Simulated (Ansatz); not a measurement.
Relaxation of C2H8OSiTe (13 atoms, charge 0, multiplicity 1), to a largest force component of 0.015 eV/Å in at most 40 steps.

Computed with Ansatz 0.2.0, RKS PBE0-D4/def2-SVP.

```xyz
13
Properties=species:S:1:pos:R:3:forces:R:3
O -0.153 0.091 1.899 -0.85 -0.08 0.54
C 0.584 -0.293 0.807 1.35 1.00 -0.58
Te 1.407 -2.221 1.220 1.61 -0.90 -0.86
C -0.156 -0.336 -0.490 -3.43 -0.04 1.36
Si -0.859 1.342 -0.999 0.19 0.42 1.23
H -0.864 -0.566 2.058 0.47 0.60 -0.25
H 1.460 0.422 0.686 -0.79 -0.63 0.48
H 2.400 -2.142 -0.242 -0.80 -0.24 1.15
H -1.091 -1.015 -0.321 1.43 0.73 -0.54
H 0.410 -0.727 -1.288 0.96 -0.79 -1.25
H -1.620 1.242 -2.221 -0.42 -0.11 -0.95
H 0.298 2.269 -1.148 0.03 0.19 -0.11
H -1.794 1.899 0.054 0.25 -0.15 -0.23
```

Task: Where does it end, and by what steps?

Result: The run converged. After 16 steps the energy has fallen by 0.486 eV; H8 moved furthest, 1.22 Å.

```json
{"step": "0", "energy less start (eV)": "0.0000", "largest force component (eV/Å)": "3.432", "accepted": "yes"}
{"step": "1", "energy less start (eV)": "-0.3056", "largest force component (eV/Å)": "1.687", "accepted": "yes"}
{"step": "2", "energy less start (eV)": "-0.4118", "largest force component (eV/Å)": "0.311", "accepted": "yes"}
{"step": "3", "energy less start (eV)": "-0.4316", "largest force component (eV/Å)": "0.261", "accepted": "yes"}
{"step": "4", "energy less start (eV)": "-0.4400", "largest force component (eV/Å)": "0.285", "accepted": "yes"}
{"step": "5", "energy less start (eV)": "-0.4464", "largest force component (eV/Å)": "0.555", "accepted": "yes"}
{"step": "6", "energy less start (eV)": "-0.4707", "largest force component (eV/Å)": "0.142", "accepted": "yes"}
{"step": "7", "energy less start (eV)": "-0.4667", "largest force component (eV/Å)": "0.455", "accepted": "no"}
{"step": "8", "energy less start (eV)": "-0.4778", "largest force component (eV/Å)": "0.061", "accepted": "yes"}
{"step": "9", "energy less start (eV)": "-0.4814", "largest force component (eV/Å)": "0.053", "accepted": "yes"}
{"step": "10", "energy less start (eV)": "-0.4830", "largest force component (eV/Å)": "0.153", "accepted": "yes"}
{"step": "11", "energy less start (eV)": "-0.4844", "largest force component (eV/Å)": "0.120", "accepted": "yes"}
{"step": "12", "energy less start (eV)": "-0.4851", "largest force component (eV/Å)": "0.061", "accepted": "yes"}
{"step": "13", "energy less start (eV)": "-0.4858", "largest force component (eV/Å)": "0.023", "accepted": "yes"}
{"step": "14", "energy less start (eV)": "-0.4859", "largest force component (eV/Å)": "0.031", "accepted": "yes"}
{"step": "15", "energy less start (eV)": "-0.4860", "largest force component (eV/Å)": "0.018", "accepted": "yes"}
{"step": "16", "energy less start (eV)": "-0.4860", "largest force component (eV/Å)": "0.008", "accepted": "yes"}
```

```xyz
13
Properties=species:S:1:pos:R:3
O 0.011 0.298 1.821
C 0.762 -0.183 0.759
Te 1.689 -2.125 1.343
C -0.008 -0.286 -0.541
Si -0.975 1.312 -0.904
H -0.725 -0.309 1.973
H 1.614 0.503 0.650
H 1.407 -2.840 -0.134
H -0.727 -1.125 -0.513
H 0.678 -0.490 -1.378
H -1.429 1.283 -2.329
H -0.095 2.501 -0.699
H -2.180 1.428 -0.032
```

Whether the end is a true minimum wasn't checked by a vibrational analysis.

The run took 70 s on 2 threads of Intel(R) Xeon(R) Platinum 8488C (Sapphire Rapids) (shared host), peak memory 0.36 GiB.
